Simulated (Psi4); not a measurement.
ClSr, doublet, geometry from GFN2-xTB (such geometries of metal compounds can be far from the true shape) (the spin is typed, not shown lowest) (core potentials on Sr), atoms displaced at random by about 0.1 Å a coordinate; Psi4 1.11 with PBE/def2-SVP.

Psi4 was given this input:
```
memory 2 GB

molecule mol {
0 2
  Sr    0.050955    0.091194   -0.787777
  Cl    0.037596   -0.013746    1.849908
}

set basis def2-svp
set reference uks
set g_convergence gau_tight

optimize('pbe')
print_variables()
```

The log (banner, timings and long lists left out):

```
gradient() will perform analytic gradient computation.

   => Loading Basis Set <=

    Name: DEF2-SVP
    Role: ORBITAL
    Keyword: BASIS

    !!!  WARNING: ECP capability is in beta. Please check occupations closely.  !!!

         ---------------------------------------------------------
                                   SCF
               by Justin Turney, Rob Parrish, Andy Simmonett
                          and Daniel G. A. Smith
                              UKS Reference
         ---------------------------------------------------------

  ==> Geometry <==

    Molecular point group: c2v
    Full point group: C_inf_v

    Geometry (in Angstrom), charge = 0, multiplicity = 2:

       Center              X                  Y                   Z               Mass
    ------------   -----------------  -----------------  -----------------  -----------------
         SR           0.000000000000    -0.000000000000    -0.751262429966    87.905612500000
         CL           0.000000000000     0.000000000000     1.888543060161    34.968852682000

  Running in c2v symmetry.

  Rotational constants: A = ************  B =      0.09670  C =      0.09670 [cm^-1]
  Rotational constants: A = ************  B =   2898.92511  C =   2898.92511 [MHz]
  Nuclear repulsion =   34.078316054098117

  Charge       = 0
  Multiplicity = 2
  Electrons    = 27
  Nalpha       = 14
  Nbeta        = 13

  ==> Algorithm <==

  SCF Algorithm Type is DF.
  DIIS enabled.
  MOM disabled.
  Fractional occupation disabled.
  Guess Type is SAD.
  Energy threshold   = 1.00e-08
  Density threshold  = 1.00e-08
  Integral threshold = 1.00e-12

  ==> Primary Basis <==

  Basis Set: DEF2-SVP
    Blend: DEF2-SVP
    Number of shells: 17
    Number of basis functions: 41
    Number of Cartesian functions: 44
    Spherical Harmonics?: true
    Max angular momentum: 2

  Core potential: DEF2-SVP
    Number of shells: 4
    Number of ECP primitives: 10
    Number of ECP core electrons: 28
    Max angular momentum: 3

  ==> DFT Potential <==

   => LibXC <=

    Version 7.1.2
    S. Lehtola, C. Steigemann, M. J. T. Oliveira, and M. A. L. Marques,  SoftwareX 7, 1–5 (2018) (10.1016/j.softx.2017.11.002)

   => Composite Functional: PBE <=

    PBE GGA Exchange-Correlation Functional

    J.P. Perdew et. al., Phys. Rev. Lett., 77(18), 3865-3868, 1996

    Deriv               =              1
    GGA                 =           TRUE
    Meta                =          FALSE

    Exchange Hybrid     =          FALSE
    MP2 Hybrid          =          FALSE

   => Exchange Functionals <=

    1.0000     XC_GGA_X_PBE

   => Correlation Functionals <=

    1.0000     XC_GGA_C_PBE

   => LibXC Density Thresholds  <==

    XC_GGA_C_PBE:  1.00E-12
    XC_GGA_X_PBE:  1.00E-15

   => Molecular Quadrature <=

    Radial Scheme          =       TREUTLER
    Pruning Scheme         =           NONE
    Nuclear Scheme         =       TREUTLER

    Blocking Scheme        =         OCTREE
    BS radius alpha        =              1
    Pruning alpha          =              1
    Radial Points          =             75
    Spherical Points       =            302
    Total Points           =          42787
    Total Blocks           =            433
    Max Points             =            256
    Max Functions          =             41
    Weights Tolerance      =       1.00E-15

   => Loading Basis Set <=

    Name: (DEF2-SVP AUX)
    Role: JKFIT
    Keyword: DF_BASIS_SCF

  ==> Integral Setup <==

  SCF_SUBTYPE=INCORE selected. In-core MEM_DF algorithm will be used.
  Using in-core AOs.

  ==> MemDFJK: Density-Fitted J/K Matrices <==

    J tasked:                   Yes
    K tasked:                    No
    wK tasked:                   No
    Algorithm:                 Core
    Schwarz Cutoff:           1E-12
    Mask sparsity (%):       0.0000
    Fitting Condition:        1E-10

   => Auxiliary Basis Set <=

  Basis Set: (DEF2-SVP AUX)
    Blend: DEF2-UNIVERSAL-JKFIT
    Number of shells: 69
    Number of basis functions: 239
    Number of Cartesian functions: 294
    Spherical Harmonics?: true
    Max angular momentum: 4

  Minimum eigenvalue in the overlap matrix is 4.7751956211E-02.
  Reciprocal condition number of the overlap matrix is 1.5104066551E-02.
    Using symmetric orthogonalization.

  ==> Pre-Iterations <==

  SCF Guess: Superposition of Atomic Densities via on-the-fly atomic UHF (no occupation information).

   -------------------------
    Irrep   Nso     Nmo
   -------------------------
     A1        20      20
     A2         3       3
     B1         9       9
     B2         9       9
   -------------------------
    Total      41      41
   -------------------------

  ==> Iterations <==

                           Total Energy        Delta E     RMS |[F,P]|

   @DF-UKS iter SAD:  -490.48245215467648   -4.90482e+02   0.00000e+00
   @DF-UKS iter   1:  -490.55561177856265   -7.31596e-02   1.44194e-02 DIIS/ADIIS
   @DF-UKS iter   2:  -489.68848716320741    8.67125e-01   4.89475e-02 DIIS/ADIIS
   @DF-UKS iter   3:  -490.62083715572106   -9.32350e-01   6.52707e-03 DIIS/ADIIS
   @DF-UKS iter   4:  -490.63334942677824   -1.25123e-02   7.83178e-04 DIIS/ADIIS
   @DF-UKS iter   5:  -490.63365838542137   -3.08959e-04   1.97872e-04 DIIS/ADIIS
   @DF-UKS iter   6:  -490.63367543555654   -1.70501e-05   3.50227e-05 DIIS
   @DF-UKS iter   7:  -490.63367603502456   -5.99468e-07   1.16031e-05 DIIS
   @DF-UKS iter   8:  -490.63367609747900   -6.24544e-08   1.30801e-06 DIIS
   @DF-UKS iter   9:  -490.63367609945101   -1.97201e-09   3.47829e-07 DIIS
   @DF-UKS iter  10:  -490.63367609953559   -8.45830e-11   3.01098e-08 DIIS
   @DF-UKS iter  11:  -490.63367609953610   -5.11591e-13   2.34518e-09 DIIS
  Energy and wave function converged.

  ==> Post-Iterations <==

   Electrons on quadrature grid:
      Nalpha   =   14.0000038744 ; deviation = 3.874e-06
      Nbeta    =   13.0000038760 ; deviation = 3.876e-06
[...]
  @DF-UKS Final Energy:  -490.63367609953610
    Total Energy =                       -490.6336760995361033
  @DF-UKS Final Energy:  -490.63406276890692
    Total Energy =                       -490.6340627689069152
  @DF-UKS Final Energy:  -490.63407854001088
    Total Energy =                       -490.6340785400108757
  @DF-UKS Final Energy:  -490.63407874001570
    Total Energy =                       -490.6340787400156955
  @DF-UKS Final Energy:  -490.63407873733951
    Total Energy =                       -490.6340787373395074
[...]
                       Andy Simmonett, and Alex Sokolov
         ------------------------------------------------------------

  ==> Geometry <==

    Molecular point group: c2v
    Full point group: C_inf_v

    Geometry (in Angstrom), charge = 0, multiplicity = 2:

       Center              X                  Y                   Z               Mass
    ------------   -----------------  -----------------  -----------------  -----------------
         SR          -0.000000000000     0.000000000000    -0.736863448400    87.905612500000
         CL           0.000000000000     0.000000000000     1.852346525336    34.968852682000

  Nuclear repulsion =   34.744237325837602

  ==> Basis Set <==

  Basis Set: DEF2-SVP
    Blend: DEF2-SVP
    Number of shells: 17
    Number of basis functions: 41
    Number of Cartesian functions: 44
    Spherical Harmonics?: true
    Max angular momentum: 2

  Core potential: DEF2-SVP
    Number of shells: 4
    Number of ECP primitives: 10
    Number of ECP core electrons: 28
    Max angular momentum: 3

  ==> DFJKGrad: Density-Fitted SCF Gradients <==

    Gradient:                    1
    J tasked:                  Yes
    K tasked:                   No
    wK tasked:                  No
    Integrals threads:           1
    Schwarz Cutoff:          1E-12
    Fitting Condition:       1E-10

   => Auxiliary Basis Set <=

  Basis Set: (DEF2-SVP AUX)
    Blend: DEF2-UNIVERSAL-JKFIT
    Number of shells: 69
    Number of basis functions: 239
    Number of Cartesian functions: 294
    Spherical Harmonics?: true
    Max angular momentum: 4

  ==> DFT Potential <==

   => LibXC <=

    Version 7.1.2
    S. Lehtola, C. Steigemann, M. J. T. Oliveira, and M. A. L. Marques,  SoftwareX 7, 1–5 (2018) (10.1016/j.softx.2017.11.002)

   => Composite Functional: PBE <=

    PBE GGA Exchange-Correlation Functional

    J.P. Perdew et. al., Phys. Rev. Lett., 77(18), 3865-3868, 1996

    Deriv               =              1
    GGA                 =           TRUE
    Meta                =          FALSE

    Exchange Hybrid     =          FALSE
    MP2 Hybrid          =          FALSE

   => Exchange Functionals <=

    1.0000     XC_GGA_X_PBE

   => Correlation Functionals <=

    1.0000     XC_GGA_C_PBE

   => LibXC Density Thresholds  <==

    XC_GGA_C_PBE:  1.00E-12
    XC_GGA_X_PBE:  1.00E-15

   => Molecular Quadrature <=

    Radial Scheme          =       TREUTLER
    Pruning Scheme         =           NONE
    Nuclear Scheme         =       TREUTLER

    Blocking Scheme        =         OCTREE
    BS radius alpha        =              1
    Pruning alpha          =              1
    Radial Points          =             75
    Spherical Points       =            302
    Total Points           =          42783
    Total Blocks           =            430
    Max Points             =            256
    Max Functions          =             41
    Weights Tolerance      =       1.00E-15

  -Total Gradient:
     Atom            X                  Y                   Z
    ------   -----------------  -----------------  -----------------
       1       -0.000000000000     0.000000000000    -0.000079031759
       2        0.000000000000     0.000000000000    -0.000075550727

    			-----------------------------------------

    			 OPTKING 3.0: for geometry optimizations

    			     By R.A. King, Bethel University

    			        with contributions from

    			    A.V. Copan, J. Cayton, A. Heide

    			-----------------------------------------

	                            ===> Fragment 1 <==

	 Z (Atomic Numbers)          Masses                          Geom
	      38.000000            87.905613         -0.00000000  0.00000000 -1.39247011
	      17.000000            34.968853          0.00000000  0.00000000  3.50042762

	 - Coordinate -           - BOHR/RAD -       - ANG/DEG -
	 R(1,2)           =         4.892898           2.589210

	        --- Internal Coordinate Step in ANG or DEG, aJ/ANG or AJ/DEG ---
	-------------------------------------------------------------------------------
	           Coordinate      Previous         Force          Change          New
	           ----------      --------        ------          ------        ------
	               R(1,2)       2.58921       -0.00001       -0.00001       2.58920
	-------------------------------------------------------------------------------

	                                 ==> Convergence Check <==

	Measures of convergence in internal coordinates in au.

	Criteria marked as inactive (o), active & met (*), and active & unmet ( ).

	----------------------------------------------------------------------------------------------
	   Step    Total Energy     Delta E     Max Force     RMS Force      Max Disp      RMS Disp
	----------------------------------------------------------------------------------------------
	  Convergence Criteria              o    1.50e-05 *    1.00e-05 *    6.00e-05 *    4.00e-05 *
	----------------------------------------------------------------------------------------------
	     5    -490.63407874    2.68e-09 o    1.74e-06 *    1.74e-06 *    2.06e-05 *    2.06e-05 *  ~
	----------------------------------------------------------------------------------------------

Next Geometry in Ang
	Fragment 1 (Ang)

	   Sr  -0.0000000000   0.0000000000  -0.7368579847
	   Cl   0.0000000000   0.0000000000   1.8523410616

    Final optimized geometry and variables:
    Molecular point group: c2v
    Full point group: C_inf_v

    Geometry (in Angstrom), charge = 0, multiplicity = 2:

    SR           0.000000000000     0.000000000000    -0.736863448400
    CL           0.000000000000    -0.000000000000     1.852346525336

  Variable Map:
  ----------------------------------------------------------------------------
[...]
  Array Variable Map:
  ----------------------------------------------------------------------------
[...]
Optimizer: Optimization complete!
```
